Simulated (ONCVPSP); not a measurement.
An all-electron radial function and its pseudo partner (boron (B))

Columns: radius, all-electron u(r) and pseudo u(r) of the 2p shell (level -3.56 eV) of boron in the configuration [He] 2s2 2p1; PBEsol, scalar-relativistic, ONCV scheme, ONCVPSP 4.0.1.

```
r (bohr)  all-electron  pseudo
   0.100        0.0270  0.0105
   0.200        0.0864  0.0410
   0.300        0.1580  0.0885
   0.400        0.2314  0.1489
   0.500        0.3011  0.2180
   0.600        0.3645  0.2919
   0.700        0.4203  0.3667
   0.800        0.4689  0.4390
   0.900        0.5106  0.5049
   1.000        0.5451  0.5606
   1.100        0.5727  0.6031
   1.200        0.5939  0.6309
   1.300        0.6092  0.6448
   1.400        0.6192  0.6476
   1.500        0.6246  0.6433
   1.600        0.6260  0.6358
   1.700        0.6239  0.6277
   1.800        0.6187  0.6196
   1.900        0.6111  0.6112
   2.000        0.6014  0.6014
   2.100        0.5899  0.5899
   2.200        0.5770  0.5770
   2.300        0.5629  0.5629
   2.400        0.5480  0.5480
   2.500        0.5324  0.5324
   2.600        0.5163  0.5163
```

Problem. How many radial nodes do the two functions have?

Solution. The all-electron 2p function has n − l − 1 = 0; the pseudo-wave has 0.

Problem. At about which radius was the pseudo-wave matched?

Solution. 2.00 bohr, where the columns begin to agree (steps of 0.10 bohr).

Problem. Is the pseudo-wave norm-conserving?

Solution. Yes: the ONCV scheme keeps the norm inside the radius equal to the all-electron one, which fixes the energy derivative of the logarithmic derivative at the level.
